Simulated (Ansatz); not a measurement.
Start from `CC(C)[S][Al]([CH3])[CH3]` and change one atom or group to get `CCSC(C)C`.

Ansatz, PBE0-D4/def2-TZVP geometries, multiplicity 1. Each molecule was computed in one conformer, which needn't be the lowest.

| property | `CC(C)[S][Al]([CH3])[CH3]` |
| --- | --- |
| HOMO energy (ωB97M-V/def2-TZVPP) / eV | -9.02 |
| HOMO energy (PBE/def2-TZVPP) / eV | -5.68 |
| LUMO energy (PBE0/def2-TZVPP) / eV | -0.34 |
| HOMO–LUMO gap (ωB97M-V/def2-TZVPP) / eV | 10.25 |
| HOMO–LUMO gap (PBE0/def2-TZVPP) / eV | 6.49 |
| HOMO energy (B3LYP/def2-TZVPP) / eV | -6.59 |

(1) What does the change do to each property? (An estimate is asked.)

Answers

(1) Ansatz gave: 
```
                               property  `CCSC(C)C`  shift
  HOMO energy (ωB97M-V/def2-TZVPP) / eV       -8.40   0.62
      HOMO energy (PBE/def2-TZVPP) / eV       -4.94   0.74
     LUMO energy (PBE0/def2-TZVPP) / eV        0.88   1.22
HOMO–LUMO gap (ωB97M-V/def2-TZVPP) / eV       10.85   0.60
   HOMO–LUMO gap (PBE0/def2-TZVPP) / eV        7.04   0.55
    HOMO energy (B3LYP/def2-TZVPP) / eV       -5.93   0.66
```

With PBE0 the HOMO rises by 0.68 eV and the LUMO rises by 1.22 eV, so the gap widens by about 0.54 eV. PBE moves the HOMO by 0.74 eV and ωB97M-V by 0.62 eV.

B3LYP here is the variant with VWN-RPA as its local correlation; programs differ in this.
